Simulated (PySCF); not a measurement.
Species: C9H11F3.
Atom-mapped SMILES: `[CH:1]#[C:2][C@H:3]1[CH2:4][CH2:5][C@@H:6]([C:7]([F:8])([F:9])[F:10])[CH2:11][CH2:12]1` (hydrogens: H13 on C1; H14 on C3; H15, H16 on C4; H17, H18 on C5; H19 on C6; H20, H21 on C11; H22, H23 on C12)

Cartesian coordinates in Å at the PBE0-D3(BJ)/def2-SVP level; atoms count from 1:
```
atom  x, y, z in Å
C1     2.469   -1.630    1.405
C2     2.081   -0.585    0.930
C3     1.596    0.667    0.350
C4     1.205    0.485   -1.126
C5    -0.030   -0.390   -1.282
C6    -1.205    0.166   -0.480
C7    -2.436   -0.698   -0.635
F8    -2.240   -1.939   -0.171
F9    -3.481   -0.188    0.028
F10   -2.801   -0.809   -1.919
C11   -0.837    0.352    0.991
C12    0.401    1.225    1.142
H13    2.824   -2.552    1.828
H14    2.422    1.396    0.405
H15    1.011    1.484   -1.553
H16    2.049    0.056   -1.687
H17   -0.306   -0.476   -2.344
H18    0.195   -1.409   -0.926
H19   -1.492    1.146   -0.902
H20   -1.684    0.794    1.537
H21   -0.647   -0.637    1.440
H22    0.189    2.241    0.768
H23    0.668    1.325    2.204
```

Computed with PySCF at PBE0/pcSseg-1, non-relativistic, on one gas-phase PBE0-D3(BJ)/def2-SVP geometry that isn't relaxed in the solvent. The solvent is an IEF-PCM continuum (van der Waals radii × 1.2). Only the electrostatic response of the medium enters.

Gas phase at PBE0/pcSseg-1: HOMO -7.83 eV, LUMO 0.75 eV, dipole 2.42 D.

**Question.** What does the continuum do to the energy, the frontier levels and the dipole at PBE0/pcSseg-1 in chloroform?

**Answer.** 
| solvent | ε | E(solvent) − E(gas) (kcal/mol) | polarisation term (kcal/mol) | distortion of the solute (kcal/mol) | HOMO (eV) | LUMO (eV) | dipole (D) |
| --- | --- | --- | --- | --- | --- | --- | --- |
| chloroform | 4.711 | -3.46 | -3.78 | 0.32 | -7.79 | 0.94 | 2.86 |

The first energy column is the sum of the next two and covers electrostatics alone.

**Question.** Which radius a makes the point-dipole formula ΔE = −[(ε − 1)/(2ε + 1)]·μ²/a³ give the value in chloroform, with the gas-phase dipole?

**Answer.** μ = 0.953 au and |ΔE| = 0.00551 Eh give a = 2.06 Å; the farthest nucleus lies 4.22 Å from the centroid of the nuclei, so such a sphere wouldn't even hold the nuclei. The formula assumes a rigid point dipole at the centre of a sphere.

**Question.** Give the dipole vector in the frame of the coordinates (D, pointing from negative to positive charge), gas and chloroform.

**Answer.** Gas (1.79, 1.63, 0.10), solvent (1.93, 2.11, -0.01). Its length changes by +18 % and its direction by 6°.

**Question.** Which Hirshfeld charges (PBE0/pcSseg-1) respond most in chloroform (means over atoms taken as equivalent)?

**Answer.** 
| atoms | environment | gas (e) | solvent (e) | change |
| --- | --- | --- | --- | --- |
| C1 | terminal alkyne carbon | -0.121 | -0.134 | -0.013 |
| H19 | methine hydrogen | +0.040 | +0.046 | +0.006 |
| H13 | alkyne hydrogen | +0.093 | +0.099 | +0.006 |
| H15/H22 | methylene hydrogen | +0.040 | +0.045 | +0.005 |
| C2 | alkyne carbon | -0.033 | -0.037 | -0.004 |
| H14 | methine hydrogen | +0.054 | +0.059 | +0.005 |
| F8/F9/F10 | fluorine of a CF3 group | -0.089 | -0.093 | -0.004 |
| H18/H21 | methylene hydrogen | +0.030 | +0.028 | -0.002 |
| C4/C12 | ring CH2 carbon | -0.060 | -0.058 | +0.002 |
| H17/H20 | methylene hydrogen | +0.038 | +0.039 | +0.001 |
| H16/H23 | methylene hydrogen | +0.045 | +0.046 | +0.001 |
| C6 | sp3 CH carbon | -0.053 | -0.052 | +0.001 |
